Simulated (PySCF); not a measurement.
## How methods differ on the ionisation energy of Rh

Rh [Kr] 4d8 5s1 [4d3/2^4 4d5/2^4 5s1/2^1, M_J = 9/2] → Rh⁺ [Kr] 4d8 [4d3/2^4 4d5/2^4, M_J = 4], as a difference of total energies. Computed with PySCF 2.14 in x2c-SVPall-2c with one added diffuse shell each of s, p, d type (7s9p7d1f, 76 functions), with the two-component X2C-1e Hamiltonian. Correlated levels: [Ar] 3d10 frozen; the 6 highest virtual spinors dropped. "Screened" scales the spin-orbit matrix elements by Boettger's factors to mimic the two-electron term; Breit and QED terms are absent.

| method | ionisation energy (eV) | error (eV) |
| --- | --- | --- |
| GHF (spin-free) | 6.319 | -1.140 |
| GMP2 (spin-free) | 7.090 | -0.369 |
| GHF (screened spin-orbit) | 6.319 | -1.140 |
| GMP2 (screened spin-orbit) | 7.091 | -0.368 |

Reference: 7.459 eV (measured; NIST Atomic Spectra Database, ionization energies).

The spin-free rows relax to the high-spin LS determinant and lack the spin-orbit shift.

Errors of the correlated levels include the incompleteness of this basis and the frozen core.

The labels give the starting determinants; with spin-orbit coupling the two ends relaxed to ⟨J²⟩ = 24.76, ⟨L²⟩ = 12.05, ⟨S²⟩ = 3.75 and ⟨J²⟩ = 20.01, ⟨L²⟩ = 12.06, ⟨S²⟩ = 2.01.
